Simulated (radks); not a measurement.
Species: S+. Configuration: [Ne] 3s2 3p3.

All-electron calculation, non-relativistic Kohn-Sham, r2SCAN, spin-polarised, spherical densities, point nucleus; open shells are filled with parallel spins first; meta-GGA in the generalised Kohn-Sham scheme. Program: a radial shooting solver on a logarithmic mesh with Libxc functionals.

Energy parts (eV):
total: -10822.412
kinetic: 10809.598
electron-nucleus: -25586.410
Hartree: 4643.631
exchange-correlation: -689.231

Orbitals (lengths in bohr, moments of r in powers of bohr; r(90%) holds 90 % of the orbital's charge):
\begin{tabular}{lrrr}
orbital & occ. & eigenvalue (eV) & r(90%) \\ \hline
1s up & 1 & -2422.666 & 0.174 \\
1s down & 1 & -2422.033 & 0.174 \\
2s up & 1 & -226.7133 & 0.749 \\
2s down & 1 & -226.3479 & 0.749 \\
2p up & 3 & -170.9027 & 0.735 \\
2p down & 3 & -170.1692 & 0.735 \\
3s up & 1 & -29.8536 & 2.46 \\
3s down & 1 & -25.2407 & 2.51 \\
3p up & 3 & -18.4723 & 2.86 \\
3p down & 0 & -14.1569 & 2.96 \\
\end{tabular}

The highest occupied level is 3p up at -18.472 eV. Spin moment in Bohr magnetons: 3. The electron density at the nucleus is 2673 e/bohr^3. Summed over all electrons, <r^2> = 20.55 bohr^2, which gives a Langevin (diamagnetic) susceptibility term of -16.3 x 10^-6 cm^3/mol. Virial ratio -V/T = 2.00119. The density falls to 0.001 e/bohr^3 at r = 3.66 bohr. The spin density at the nucleus is 0.0812 e/bohr^3 (1s -0.4120, 2s 0.3971, 3s 0.0961), a Fermi contact field of 4.26 T.
